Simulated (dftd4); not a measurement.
GaN (SMILES [N]=[Ga]), triplet, at a GFN2-xTB geometry (such geometries of metal compounds can be far from the true shape); D4 for b97d run with dftd4.

dftd4 was given this input:
```
$ dftd4 mol.xyz --func b97d --charge 0 --json dftd4.json --noedisp --grad

# file mol.xyz
2

Ga    -0.00000000    -0.00000000    -0.33032633
N      0.00000000     0.00000000     1.46287374
```

### Question
What does dftd4 print? Leave out banner, timings and long lists.

### Answer

```
                    ____  _____ _____     ____  _  _
      -------------|  _ \|  ___|_   _|---|  _ \| || |------------
     |             | | | | |_    | | ___ | | | | || |_           |
     |             | |_| |  _|   | ||___|| |_| |__   _|          |
     |             |____/|_|     |_|     |____/   |_|            |
     |             ===================================           |
     |            E. Caldeweyher, S. Ehlert & S. Grimme          |
     |          Mulliken Center for Theoretical Chemistry        |
     |                    University of Bonn                     |
      -----------------------------------------------------------

Rational (Becke-Johnson) damping: b97d-D4-ATM
---------------------
  s6         1.0000
  s8         1.6946
  s9         1.0000
  a1         0.2890
  a2         4.1341
 alp        16.0000
--------------------

Dispersion energy:      -5.9290938383970E-03 Eh

Gradient norm:           5.9323994210411E-04 Eh/a0
--------------------------------------------------
     #    Z           dE/dx      dE/dy      dE/dz
--------------------------------------------------
     1   31 Ga    0.000E+00  0.000E+00 -4.195E-04
     2    7 N     0.000E+00  0.000E+00  4.195E-04
--------------------------------------------------

Virial:
--------------------------------------------------
      component           x          y          z
--------------------------------------------------
          x       0.000E+00  0.000E+00  0.000E+00
          y       0.000E+00  0.000E+00  0.000E+00
          z       0.000E+00  0.000E+00  1.421E-03
--------------------------------------------------

[Info] Dispersion results written to 'dftd4.txt'
[Info] JSON dump of results written to 'dftd4.json'
```
